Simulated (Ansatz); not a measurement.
Tuning the range parameter of LC-ωPBE so that −HOMO meets the ionisation energy; basis def2-TZVPD, Ansatz. System: [GeF3]- (GeF3⁻). The state is a singlet with charge -1. Geometry: r2SCAN-D4/def2-TZVPD. The ionised state is a doublet.

Geometry of the singlet:

Cartesian coordinates in Å:
```
Ge -0.472 -0.534 -0.065
F -0.638 0.734 1.224
F -0.178 0.649 -1.411
F 1.288 -0.850 0.252
```

```tsv
ω (1/bohr)	HOMO (eV)	LUMO (eV)	vertical IE (eV)	HOMO + IE (eV)
0.1	-2.25	5.36	4.11	1.86
0.15	-2.83	5.59	4.13	1.30
0.3	-4.00	5.81	4.25	0.25
```

Estimate the row for 0.2 bohr⁻¹.


| ω (1/bohr) | HOMO (eV) | LUMO (eV) | vertical IE (eV) | HOMO + IE (eV) |
| --- | --- | --- | --- | --- |
| 0.2 | -3.31 | 5.71 | 4.17 | 0.86 |

Where does the tuning condition hold?

Not within the range that was run.
